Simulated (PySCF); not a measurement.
C3H3O4S (charge -1).
Atom-mapped SMILES: `[CH3:1][C:2](=[C:3]=[O:4])[S:5](=[O:6])(=[O:7])[O-:8]` (hydrogens: H9, H10, H11 on C1)

The geometry is computed with GFN2-xTB (gas phase).

(1) What internal coordinates does the optimisation give?

Answers

(1) 
```json
{"bond": "C1–C2", "length (Å)": "1.481", "order": "single"}
{"bond": "C2=C3", "length (Å)": "1.266", "order": "double"}
{"bond": "C3=O4", "length (Å)": "1.184", "order": "double"}
{"bond": "C2–S5", "length (Å)": "1.865", "order": "single"}
{"bond": "S5=O6, S5=O7, S5–O8", "length (Å)": "1.453", "order": "double/single"}
{"bond": "C1–H9, C1–H10, C1–H11", "length (Å)": "1.090", "order": "single"}
```

Bonds in one row agree within 0.01 Å and their mean is given. Orders are formal, as drawn. A selection of angles:
```json
{"angle": "C1–C2–C3", "degrees": "138.0"}
{"angle": "C1–C2–S5", "degrees": "107.0"}
{"angle": "C3–C2–S5", "degrees": "115.0"}
{"angle": "C2–C3–O4", "degrees": "174.0"}
{"angle": "C2–S5–O6", "degrees": "101.9"}
{"angle": "C2–S5–O7", "degrees": "107.7"}
{"angle": "O6–S5–O7", "degrees": "114.6"}
{"angle": "O6–S5–O8", "degrees": "114.2"}
```

Dihedral angles: C1–C2–S5–O6 59° (synclinal). The mirror-image conformer, all signs reversed, is as good.

Of the pairs four or more bonds apart, O6···H9 is among the closest relative to their van der Waals radii: 2.45 Å, 90 % of the sum of Bondi's values. The C–C distances run from 1.266 Å (C2=C3, drawn double) to 1.481 Å (C1–C2, drawn single), a spread of 0.215 Å. S5 (sulfonyl sulfur) is distorted tetrahedral (angles from 101.9° to 114.6°). C2 (outer carbon of cumulated double bonds) is planar (angles 138.0°, 115.0° and 107.0°, sum 360.0°, 0.00 Å off the plane of its three neighbours).

Point group: near Cs, missed by 0.15 Å at most; the miss may be what the optimiser left on a soft mode. Whether it is a minimum is left open (no frequencies).
